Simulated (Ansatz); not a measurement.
B₃H₅N₃, SMILES B1[N]BNBN1 (connectivity only; charge and spin as stated), charge -1, multiplicity 1.

Geometry: PBE0-D3(BJ)/def2-SVPD. The spin state was assumed, not searched. The isomer is the one that the SMILES or the coordinates give; other isomers of the formula were not compared.

Two levels are set side by side: PBE/def2-SVPD (Ansatz, a quantum-chemistry and plane-wave program) and CAM-B3LYP/def2-SVPD (Ansatz). Energy differences of separate SCF runs at the same geometry; the states with an electron removed or added have multiplicity 2. Differences are taken from unrounded values.

```json
[
 {"quantity": "vertical ionisation energy (eV)", "PBE": "2.75"},
 {"quantity": "vertical singlet–triplet gap (eV)", "PBE": "3.91"}
]
```

**Question.** These are the PBE values. What does CAM-B3LYP give? (An estimate is asked for; the answer gives what the named calculation found.)

**Answer.** 
```csv
quantity,CAM-B3LYP,PBE minus CAM-B3LYP
vertical ionisation energy (eV),2.86,-0.11
vertical singlet–triplet gap (eV),4.32,-0.42
```
